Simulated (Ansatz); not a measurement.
Diatomic SnMo, multiplicity 9 (lowest of 2S+1 = 1, 3, 5, 7, 9 at CCSD(T)/def2-TZVPP on PBE0 minima; our sources give no spin for the ground state, which may be another). No spin–orbit coupling.

Constants: fifth-degree fit in 1/R to seven points, most abundant isotopes. In def2 and cc sets the state is the lowest found near the PBE0 minimum, followed along R.

Correlated levels freeze the inner cores; with def2 sets outer-core shells near the valence are correlated too.

The values were computed with Ansatz (Gaussian basis) for Hartree–Fock, density functionals and correlated methods. Values without a source in brackets are computed. In def2 rows elements past Kr take small-core potentials, without spin–orbit coupling.

Problem. What bond length and harmonic frequency does B3LYP/def2-TZVPP give?

Solution. r_e = 2.971 Å, ω_e = 119 cm⁻¹.

Problem. What bond length and harmonic frequency does wB97X-V/def2-TZVPP give?

Solution. r_e = 2.899 Å, ω_e = 136 cm⁻¹.

Problem. What bond length and harmonic frequency does CCSD(T)/def2-TZVPP give?

Solution. r_e = 2.876 Å, ω_e = 140 cm⁻¹.

Ansatz is a quantum-chemistry and plane-wave program.
